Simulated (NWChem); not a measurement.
System: C5H7O, doublet; SMILES O=C1C[CH]CC1

Here is an NWChem input.

```
start job
memory heap 200 mb stack 900 mb global 1100 mb
geometry units angstroms noautoz
  O     -0.051708     2.103048     0.059590
  C     -0.005587     0.895278    -0.006058
  C      1.280153     0.053577    -0.034694
  C      0.804761    -1.358455    -0.009029
  C     -0.692416    -1.476111     0.079751
  C     -1.224158    -0.035535    -0.085073
  H      1.923213     0.337070     0.815352
  H      1.864210     0.317782    -0.933234
  H      1.466978    -2.216569     0.018661
  H     -1.003620    -1.903344     1.047730
  H     -1.098797    -2.157853    -0.681526
  H     -1.697543     0.119936    -1.062982
  H     -1.961986     0.259268     0.667679
end
basis spherical
  O library def2-svp
  C library def2-svp
  H library def2-svp
end
dft
  odft
  mult 2
  xc scan
  grid fine
  iterations 150
  mulliken
end
task dft gradient
```

Output (shortened):

```
             Northwest Computational Chemistry Package (NWChem) 7.3.0
             --------------------------------------------------------

 C1  symmetry detected

                             Geometry "geometry" -> ""
                             -------------------------

 Output coordinates in angstroms (scale by  1.889725989 to convert to a.u.)

  No.       Tag          Charge          X              Y              Z
 ---- ---------------- ---------- -------------- -------------- --------------
    1 O                    8.0000    -0.05944401     2.10174887     0.05713482
    2 C                    6.0000    -0.00956665     0.89406394    -0.00732082
    3 C                    6.0000     1.27877560     0.05630095    -0.03443830
    4 C                    6.0000     0.80772137    -1.35716358    -0.00766966
    5 C                    6.0000    -0.68913484    -1.47934599     0.08040280
    6 C                    6.0000    -1.22522085    -0.04057473    -0.08610473
    7 H                    1.0000     1.92049043     0.34259361     0.81568596
    8 H                    1.0000     1.86251140     0.32143729    -0.93291269
    9 H                    1.0000     1.47256317    -2.21320617     0.02121270
   10 H                    1.0000    -0.99955507    -1.90660187     1.04862333
   11 H                    1.0000    -1.09299401    -2.16307076    -0.68043789
   12 H                    1.0000    -1.69854317     0.11249375    -1.06442299
   13 H                    1.0000    -1.96436845     0.25267963     0.66595727

 Effective nuclear repulsion energy (a.u.)     224.1005643062

                                 NWChem DFT Module
                                 -----------------

 Summary of "ao basis" -> "ao basis" (spherical)
 ------------------------------------------------------------------------------
       Tag                 Description            Shells   Functions and Types
 ---------------- ------------------------------  ------  ---------------------
 O                          def2-svp                 6       14   3s2p1d
 C                          def2-svp                 6       14   3s2p1d
 H                          def2-svp                 3        5   2s1p

            General Information
            -------------------
          SCF calculation type: DFT
          Wavefunction type:  spin polarized.
          No. of atoms     :    13
          No. of electrons :    45
           Alpha electrons :    23
            Beta electrons :    22
          Charge           :     0
          Spin multiplicity:     2
          Use of symmetry is: off; symmetry adaption is: off
          Maximum number of iterations: 150
          AO basis - number of functions:   119
                     number of shells:    57
          Convergence on energy requested:  1.00D-06
          Convergence on density requested:  1.00D-05
          Convergence on gradient requested:  5.00D-04

              XC Information
              --------------
                         SCAN Method XC Functional
                  SCAN metaGGA Exchange Functional  1.000
                        SCAN Correlation Potential  1.000

             Grid Information
             ----------------
          Grid used for XC integration:  fine
          Radial quadrature: Mura-Knowles
          Angular quadrature: Lebedev.
          Tag              B.-S. Rad. Rad. Pts. Rad. Cut. Ang. Pts.
          ---              ---------- --------- --------- ---------
          O                   0.60       70          12.0       590
          C                   0.70       70          10.0       590
          H                   0.35       60          11.0       590
          Grid pruning is: on
          Number of quadrature shells:   840
          Spatial weights used:  Erf1

      Superposition of Atomic Density Guess
      -------------------------------------

 Sum of atomic energies:        -266.31015958

      Non-variational initial energy
      ------------------------------

 Total energy =    -270.122389
 1-e energy   =    -803.134216
 2-e energy   =     308.911263
 HOMO         =      -0.120431
 LUMO         =      -0.013106

     ---------------------------------------------
      Total Density - Mulliken Population Analysis
     ---------------------------------------------

    Atom       Charge   Shell Charges
 -----------   ------   -------------------------------------------------------
    1 O    8     8.72   1.99  1.14  0.67  3.07  1.84  0.01
    2 C    6     5.45   1.99  0.94  0.26  1.51  0.65  0.09
    3 C    6     6.10   1.99  0.97  0.09  2.03  0.98  0.03
    4 C    6     6.26   1.99  0.98  0.36  1.88  1.02  0.03
    5 C    6     6.12   1.99  0.97  0.14  1.99  0.99  0.04
    6 C    6     6.17   1.99  0.97  0.14  2.03  1.01  0.03
    7 H    1     0.87   0.65  0.20  0.02
    8 H    1     0.87   0.65  0.19  0.02
    9 H    1     0.91   0.68  0.21  0.03
   10 H    1     0.89   0.67  0.20  0.02
   11 H    1     0.90   0.67  0.20  0.02
   12 H    1     0.87   0.66  0.19  0.02
   13 H    1     0.89   0.66  0.20  0.02

     --------------------------------------------
      Spin Density - Mulliken Population Analysis
     --------------------------------------------

    Atom       Charge   Shell Charges
 -----------   ------   -------------------------------------------------------
    1 O    8     0.00   0.00  0.00 -0.00  0.00  0.00  0.00
    2 C    6     0.00   0.00 -0.00 -0.00  0.00  0.00  0.00
    3 C    6     0.02   0.00  0.00  0.00  0.01 -0.00  0.01
    4 C    6     0.78   0.00  0.00  0.00  0.43  0.35 -0.00
    5 C    6     0.02   0.00  0.00 -0.00  0.01 -0.00  0.01
    6 C    6     0.00   0.00  0.00  0.00  0.00  0.00  0.00
    7 H    1     0.05   0.03  0.01  0.00
    8 H    1     0.05   0.04  0.01  0.00
    9 H    1     0.01   0.00  0.00  0.01
   10 H    1     0.05   0.04  0.01  0.00
   11 H    1     0.04   0.03  0.01  0.00
   12 H    1     0.00   0.00 -0.00  0.00
   13 H    1     0.00   0.00  0.00  0.00

   convergence    iter        energy       DeltaE   RMS-Dens  Diis-err
 ---------------- ----- ----------------- --------- --------- ---------
 d= 0,ls=0.0,diis     1   -269.4747718400 -4.94D+02  1.52D-02  2.40D-01
                                                     1.47D-02  2.36D-01
 d= 0,ls=0.0,diis     2   -268.9897312412  4.85D-01  1.18D-02  1.40D+00
                                                     1.15D-02  1.40D+00
 d= 0,ls=0.0,diis     3   -269.5934817386 -6.04D-01  1.14D-03  1.01D-02
                                                     1.06D-03  1.00D-02
 d= 0,ls=0.0,diis     4   -269.5961865680 -2.70D-03  4.29D-04  2.96D-03
                                                     4.30D-04  2.94D-03
 d= 0,ls=0.0,diis     5   -269.5975360455 -1.35D-03  1.47D-04  1.71D-04
                                                     1.36D-04  1.59D-04
  Resetting Diis
 d= 0,ls=0.0,diis     6   -269.5976335304 -9.75D-05  2.47D-05  5.11D-06
                                                     2.74D-05  6.33D-06
 d= 0,ls=0.0,diis     7   -269.5976376303 -4.10D-06  2.46D-05  1.60D-06
                                                     2.31D-05  1.47D-06
 d= 0,ls=0.0,diis     8   -269.5976372921  3.38D-07  1.50D-05  2.97D-06
                                                     1.44D-05  2.89D-06
 d= 0,ls=0.0,diis     9   -269.5976386875 -1.40D-06  4.57D-06  1.81D-07
                                                     4.78D-06  2.13D-07
 d= 0,ls=0.0,diis    10   -269.5976387448 -5.74D-08  3.96D-06  1.20D-07
                                                     3.33D-06  9.85D-08

         Total DFT energy =     -269.597638744830
      One electron energy =     -808.108166566403
           Coulomb energy =      352.569595056209
    Exchange-Corr. energy =      -38.159631540872
 Nuclear repulsion energy =      224.100564306236

 Numeric. integr. density =       44.999993824065

                    DFT Final Alpha Molecular Orbital Analysis
                    ------------------------------------------

 Vector   21  Occ=1.000000D+00  E=-3.113254D-01
              MO Center= -3.9D-01,  8.1D-01, -1.6D-02, r^2= 3.5D+00
   Bfn.  Coefficient  Atom+Function         Bfn.  Coefficient  Atom+Function
  ----- ------------  ---------------      ----- ------------  ---------------
     6      0.423726   1 O  pz                9      0.280640   1 O  pz
    76     -0.226944   6 C  pz              110      0.205040  12 H  s
    20      0.201832   2 C  pz              115     -0.166759  13 H  s
    62      0.155309   5 C  pz              100      0.145779  10 H  s
    23      0.141500   2 C  pz               79     -0.131597   6 C  pz

 Vector   22  Occ=1.000000D+00  E=-2.116532D-01
              MO Center= -2.7D-02,  1.4D+00,  2.3D-02, r^2= 2.3D+00
   Bfn.  Coefficient  Atom+Function         Bfn.  Coefficient  Atom+Function
  ----- ------------  ---------------      ----- ------------  ---------------
     4      0.552448   1 O  px                7      0.396545   1 O  px
    31     -0.379375   3 C  s                73      0.367789   6 C  s
    35      0.195876   3 C  px               77      0.183104   6 C  px
    32      0.181185   3 C  px               75      0.181189   6 C  py
    59     -0.173375   5 C  s                74      0.168631   6 C  px

 Vector   23  Occ=1.000000D+00  E=-1.801846D-01
              MO Center=  7.0D-01, -1.2D+00, -1.3D-03, r^2= 2.2D+00
   Bfn.  Coefficient  Atom+Function         Bfn.  Coefficient  Atom+Function
  ----- ------------  ---------------      ----- ------------  ---------------
    48      0.578805   4 C  pz               51      0.515355   4 C  pz
   100     -0.177652  10 H  s                90      0.168363   8 H  s
    85     -0.165716   7 H  s               105      0.155188  11 H  s
   101     -0.150068  10 H  s                91      0.137610   8 H  s
    86     -0.135162   7 H  s               106      0.127583  11 H  s

 Vector   24  Occ=0.000000D+00  E=-4.841532D-02
              MO Center= -3.1D-02,  1.0D+00, -2.4D-02, r^2= 2.4D+00
   Bfn.  Coefficient  Atom+Function         Bfn.  Coefficient  Atom+Function
  ----- ------------  ---------------      ----- ------------  ---------------
    20      0.523153   2 C  pz               23      0.480320   2 C  pz
     9     -0.401335   1 O  pz                6     -0.394153   1 O  pz
   111      0.305879  12 H  s                91      0.293320   8 H  s
    86     -0.271634   7 H  s               116     -0.256746  13 H  s
   110      0.162275  12 H  s                37      0.160290   3 C  pz

 Vector   25  Occ=0.000000D+00  E= 5.878845D-02
              MO Center= -5.3D-01, -8.2D-01,  1.7D-02, r^2= 7.4D+00
   Bfn.  Coefficient  Atom+Function         Bfn.  Coefficient  Atom+Function
  ----- ------------  ---------------      ----- ------------  ---------------
    59      1.467500   5 C  s                31      1.228227   3 C  s
    73      1.047703   6 C  s               101     -0.858770  10 H  s
   106     -0.830635  11 H  s               111     -0.712291  12 H  s
   116     -0.713664  13 H  s                86     -0.649663   7 H  s
    91     -0.629946   8 H  s                17     -0.504137   2 C  s

 Vector   26  Occ=0.000000D+00  E= 9.763071D-02
              MO Center= -1.7D-01, -6.4D-01,  3.8D-01, r^2= 7.2D+00
   Bfn.  Coefficient  Atom+Function         Bfn.  Coefficient  Atom+Function
  ----- ------------  ---------------      ----- ------------  ---------------
    31      1.450058   3 C  s               101      1.268704  10 H  s
    59     -1.076086   5 C  s                91     -0.850223   8 H  s
    86     -0.750369   7 H  s               116      0.612487  13 H  s
    65     -0.570699   5 C  pz              111     -0.570144  12 H  s
    73      0.551770   6 C  s                17     -0.541330   2 C  s

                     DFT Final Beta Molecular Orbital Analysis
                     -----------------------------------------

 Vector   20  Occ=1.000000D+00  E=-3.361504D-01
              MO Center= -3.7D-01, -8.7D-01,  1.9D-02, r^2= 2.8D+00
   Bfn.  Coefficient  Atom+Function         Bfn.  Coefficient  Atom+Function
  ----- ------------  ---------------      ----- ------------  ---------------
    74      0.259637   6 C  px               46      0.250677   4 C  px
    60     -0.247262   5 C  px               75     -0.244501   6 C  py
    95      0.240223   9 H  s                61      0.233422   5 C  py
   115     -0.197037  13 H  s                47     -0.149478   4 C  py
    73      0.142430   6 C  s                77      0.142283   6 C  px

 Vector   21  Occ=1.000000D+00  E=-3.100615D-01
              MO Center= -4.1D-01,  7.1D-01, -1.0D-02, r^2= 3.6D+00
   Bfn.  Coefficient  Atom+Function         Bfn.  Coefficient  Atom+Function
  ----- ------------  ---------------      ----- ------------  ---------------
     6      0.415136   1 O  pz                9      0.275272   1 O  pz
    76     -0.227194   6 C  pz              110      0.206061  12 H  s
    20      0.191348   2 C  pz               62      0.175162   5 C  pz
   115     -0.168845  13 H  s               100      0.152965  10 H  s
    23      0.136150   2 C  pz               34     -0.136330   3 C  pz

 Vector   22  Occ=1.000000D+00  E=-2.115505D-01
              MO Center= -2.6D-02,  1.4D+00,  2.1D-02, r^2= 2.3D+00
   Bfn.  Coefficient  Atom+Function         Bfn.  Coefficient  Atom+Function
  ----- ------------  ---------------      ----- ------------  ---------------
     4      0.552693   1 O  px                7      0.396967   1 O  px
    31     -0.366841   3 C  s                73      0.359616   6 C  s
    35      0.196378   3 C  px               32      0.180807   3 C  px
    75      0.180784   6 C  py               77      0.180191   6 C  px
    33     -0.173225   3 C  py               74      0.168073   6 C  px

 Vector   23  Occ=0.000000D+00  E=-6.600701D-02
              MO Center=  6.2D-01, -7.7D-01, -1.1D-02, r^2= 3.3D+00
   Bfn.  Coefficient  Atom+Function         Bfn.  Coefficient  Atom+Function
  ----- ------------  ---------------      ----- ------------  ---------------
    51      0.494437   4 C  pz               48      0.436364   4 C  pz
    91      0.280380   8 H  s                86     -0.275593   7 H  s
    20      0.209188   2 C  pz               90      0.203341   8 H  s
    85     -0.198167   7 H  s               101     -0.198460  10 H  s
   106      0.192988  11 H  s                23      0.190300   2 C  pz

[...]

                         DFT ENERGY GRADIENTS

    atom               coordinates                        gradient
                 x          y          z           x          y          z
   1 O      -0.112333   3.971729   0.107969   -0.000415   0.010794   0.000445
   2 C      -0.018078   1.689536  -0.013834    0.000499  -0.005912   0.000112
   3 C       2.416535   0.106393  -0.065079    0.009845   0.003413  -0.000172
   4 C       1.526372  -2.564667  -0.014494    0.004637  -0.006152  -0.000215
   5 C      -1.302276  -2.795559   0.151939   -0.003370  -0.008737   0.001532
   6 C      -2.315332  -0.076675  -0.162714   -0.010325   0.004499  -0.001905
   7 H       3.629201   0.647408   1.541423   -0.001884  -0.001489  -0.002705
   8 H       3.519636   0.607428  -1.762949   -0.001764  -0.001456   0.002720
   9 H       2.782741  -4.182353   0.040086   -0.003125   0.004400   0.000096
  10 H      -1.888885  -3.602955   1.981611    0.000644   0.001509  -0.003139
  11 H      -2.065459  -4.087611  -1.285841    0.001072   0.002538   0.002285
  12 H      -3.209781   0.212582  -2.011468    0.001375  -0.001410   0.003568
  13 H      -3.712118   0.477495   1.258477    0.002811  -0.001997  -0.002620
```

Level: SCAN/def2-SVP, spin-unrestricted. Coordinates come from a B3LYP/6-31G* (spherical d), spin-unrestricted optimisation. No stability test was run on the SCF state.
